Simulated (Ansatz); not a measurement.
Relaxation of Cl₂F₂H₃HfP (9 atoms, charge 0, multiplicity 1), to a largest force component of 0.03 eV/Å in at most 50 steps.

The calculation used Ansatz, RKS PBE-D4/def2-SVP.

```xyz
9
Properties=species:S:1:pos:R:3
Hf -0.616 -0.061 -0.412
F -0.030 -0.001 2.712
F 1.163 0.063 0.258
Cl -1.084 1.787 -1.771
Cl -0.877 -2.051 -1.625
P -2.559 0.030 1.280
H -3.597 -0.126 0.291
H -2.450 -1.381 1.553
H -0.747 0.428 3.126
```

Q: Where does it end, and by what steps?

A: It converged. After 33 steps the energy has fallen by 2.260 eV; F2 moved furthest, 3.10 Å. Parted: F2–H9 (0.93 → 3.68 Å). Joined: Hf1–F2 (3.18 → 1.92 Å), P6–H9 (2.62 → 1.43 Å).

```
step  energy less start (eV)  largest force component (eV/Å)  accepted
   0                  0.0000                           0.387       yes
   2                 -0.0195                           0.576       yes
   4                 -0.0858                           0.664       yes
   6                 -0.1744                           0.880        no
   8                 -0.2760                           0.197       yes
  10                 -0.3814                           0.480       yes
  12                 -0.4485                           0.454       yes
  14                 -0.6489                           0.944       yes
  16                 -1.3218                           0.786       yes
  18                 -1.7464                           0.443       yes
  20                 -1.9381                           0.321       yes
  22                 -1.9878                           0.449       yes
  24                 -2.0274                           0.342       yes
  26                 -2.1105                           0.375       yes
  28                 -2.1997                           0.310       yes
  30                 -2.2351                           0.461       yes
  32                 -2.2594                           0.031       yes
  33                 -2.2595                           0.012       yes
```

```xyz
9
Properties=species:S:1:pos:R:3
Hf -0.311 0.448 -0.322
F -0.998 2.007 0.565
F 0.916 -0.615 0.703
Cl 1.153 1.433 -1.897
Cl -1.830 -0.733 -1.724
P -2.098 -0.743 1.676
H -3.488 -0.416 1.620
H -2.236 -2.165 1.715
H -1.906 -0.529 3.078
```

Whether the end is a true minimum wasn't checked by a vibrational analysis.

Run time: 83 s on 4 threads of Arm Neoverse V1, with other jobs on the host, peak memory 0.2 GiB.
